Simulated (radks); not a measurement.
Spin polarisation of the 5d6 shell in Os. Start: [Xe] 4f14 5d(up 3, down 3) 6s2; electrons of 5d are moved from spin down to spin up, other shells keep equal spins. All-electron calculation, scalar-relativistic Kohn-Sham, PBE, spin-polarised, spherical densities, finite nucleus; Fermi nuclear charge, rms radius of each element as measured or else 0.836 A^(1/3) + 0.57 fm. Program: a radial shooting solver on a logarithmic mesh with Libxc functionals.

moment (Bohr magnetons)  E - E(0) (eV)  e(5d up) (eV)  e(5d down) (eV)  6s down minus up (eV)  5p down minus up (eV)  4f down minus up (eV)
0                                0.000         -6.258           -6.258                 0.000                 0.000                  0.000
1                               -0.151         -6.545           -5.941                  0.324                  0.552                  0.096
2                               -0.604         -6.802           -5.592                  0.651                  1.105                  0.192
3                               -1.361         -7.029           -5.210                  0.982                  1.661                  0.288
4                               -2.423         -7.224           -4.792                  1.319                  2.218                  0.383

At moment 4 the spin-polarisation energy is -2.423 eV and the 5d exchange splitting 2.432 eV, that is 0.608 eV per Bohr magneton; E = -I m^2/4 would give I = 0.606 eV.
